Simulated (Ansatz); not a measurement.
TeBr₂. Charge 0, multiplicity 3. Geometry r2SCAN-D4/def2-TZVP, that of the neutral singlet; atoms count from 1.

Cartesian coordinates in Å:
```
Te 0.864 -0.566 -0.227
Br -1.215 -1.252 0.959
Br 0.351 1.818 -0.732
```

In the def2 sets Te takes a core potential; there is no spin–orbit coupling. At PBE0-D4/def2-TZVP a singlet of charge 0 lies 1.62 eV below the triplet at the same geometry.

Problem. Estimate the Mulliken populations from the PBE0/def2-TZVP orbitals of Ansatz.

Solution. 
```csv
atom,charge (e),spin (α − β)
Te1,0.47,1.38
Br2,-0.24,0.31
Br3,-0.24,0.31
```
Mulliken values depend strongly on the basis.

Problem. Where does the spin sit?

Solution. Summed by element: Te 1.38, Br 0.62, of 2 unpaired in all. Largest on single atoms: Te1 1.38, Br2 0.31, Br3 0.31.

Problem. And the Mayer bond orders between heavy atoms (over 0.3)?

Solution. Te1–Br2 1.06 (2.49 Å); Te1–Br3 1.06 (2.49 Å).
